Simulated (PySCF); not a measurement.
## TeP: frontier orbitals

UHF at R = 2.251 Å; PySCF, spin-free X2C with a Gaussian nucleus, basis sets Te x2c-SVPall, P x2c-SVPall. State: ²Π (doublet), unpaired electrons π ↑. Only the outer orbitals are listed, counted within each symmetry.

```json
{"spin": "α", "orbital": "13σ", "occ.": "1", "ε (eV)": "-24.26", "on Te (%)": "51", "main shells (%)": "46 Te s, 45 P s"}
{"spin": "α", "orbital": "14σ", "occ.": "1", "ε (eV)": "-18.61", "on Te (%)": "51", "main shells (%)": "46 Te s, 45 P s"}
{"spin": "α", "orbital": "7π", "occ.": "1", "ε (eV)": "-11.59", "on Te (%)": "33", "main shells (%)": "67 P p, 32 Te p"}
{"spin": "α", "orbital": "15σ", "occ.": "1", "ε (eV)": "-11.17", "on Te (%)": "50", "main shells (%)": "45 Te p, 44 P p"}
{"spin": "α", "orbital": "7π", "occ.": "1", "ε (eV)": "-9.72", "on Te (%)": "68", "main shells (%)": "66 Te p, 32 P p"}
{"spin": "α", "orbital": "8π", "occ.": "1", "ε (eV)": "-7.99", "on Te (%)": "68", "main shells (%)": "67 Te p, 32 P p"}
{"spin": "α", "orbital": "8π", "occ.": "0", "ε (eV)": "-0.60", "on Te (%)": "35", "main shells (%)": "65 P p, 33 Te p"}
{"spin": "α", "orbital": "16σ", "occ.": "0", "ε (eV)": "3.76", "on Te (%)": "58", "main shells (%)": "51 Te p, 41 P p"}
{"spin": "α", "orbital": "17σ", "occ.": "0", "ε (eV)": "8.46", "on Te (%)": "78", "main shells (%)": "69 Te s, 16 P s, 9 Te d"}
{"spin": "β", "orbital": "13σ", "occ.": "1", "ε (eV)": "-23.43", "on Te (%)": "61", "main shells (%)": "54 Te s, 34 P s"}
{"spin": "β", "orbital": "14σ", "occ.": "1", "ε (eV)": "-17.06", "on Te (%)": "46", "main shells (%)": "50 P s, 38 Te s, 8 Te p"}
{"spin": "β", "orbital": "15σ", "occ.": "1", "ε (eV)": "-10.77", "on Te (%)": "47", "main shells (%)": "44 P p, 42 Te p"}
{"spin": "β", "orbital": "7π", "occ.": "1", "ε (eV)": "-9.51", "on Te (%)": "59", "main shells (%)": "57 Te p, 40 P p"}
{"spin": "β", "orbital": "7π", "occ.": "1", "ε (eV)": "-8.96", "on Te (%)": "80", "main shells (%)": "79 Te p, 19 P p"}
{"spin": "β", "orbital": "8π", "occ.": "0", "ε (eV)": "-0.40", "on Te (%)": "43", "main shells (%)": "56 P p, 42 Te p"}
{"spin": "β", "orbital": "8π", "occ.": "0", "ε (eV)": "0.92", "on Te (%)": "23", "main shells (%)": "77 P p, 20 Te p"}
{"spin": "β", "orbital": "16σ", "occ.": "0", "ε (eV)": "4.14", "on Te (%)": "57", "main shells (%)": "48 Te p, 39 P p"}
```

Which are the highest filled and the lowest empty level, where do they sit, and how wide is the gap?

Highest filled α 8π at -7.99 eV (in %: 67 Te p, 32 P p); lowest empty α 8π at -0.60 eV (in %: 65 P p, 33 Te p); the gap at UHF is 7.39 eV. Both belong to one degenerate shell, split only by its one-sided filling, so this is no excitation gap.

* bond order (Mayer): 2.23
* ⟨S²⟩: 0.773
* charge on Te (Mulliken, basis-dependent): -0.12
* charge on Te (Löwdin, basis-dependent): -0.07
* dipole moment (positive dipole means Te(−)P(+)): 0.07 D
* polarisability along the bond: 83.8 bohr³
* polarisability across the bond: 31.1 bohr³

Spin–orbit coupling is left out. The state was picked by a PBE0 search and need not be the measured ground state.
